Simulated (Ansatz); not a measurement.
Basis-set extrapolation for CH7AlN2, SMILES `NC[NH][AlH2]` (PBE0-D4/def2-TZVP geometry, frozen core, Ansatz). Multiplicity 1, RHF reference.

```tsv
	def2-TZVPP	def2-QZVPP
HF	-392.842651	-392.857638
MP2 correlation	-0.686745	-0.734206
CCSD(T) correlation	-0.752060	not run
```

Energies in hartree. Use E(X) = E(∞) + A·exp(−7.88·√X) for Hartree–Fock and E(X) = E(∞) + B·X^(−2.97) for correlation, with X = 3 and 4, and add CCSD(T) minus MP2 of the smaller set to the MP2 limit.

**Question.** What is the CCSD(T) energy at the basis-set limit?

**Answer.** HF limit: -392.857638 + (-0.014987) × 0.13774 = -392.85970. MP2 limit: -0.734206 + (-0.047461) × 0.74074 = -0.76936. Higher-order term: -0.752060 − (-0.686745) = -0.06531. Total: -393.69437 hartree, 261.7 kJ/mol below CCSD(T)/def2-TZVPP.
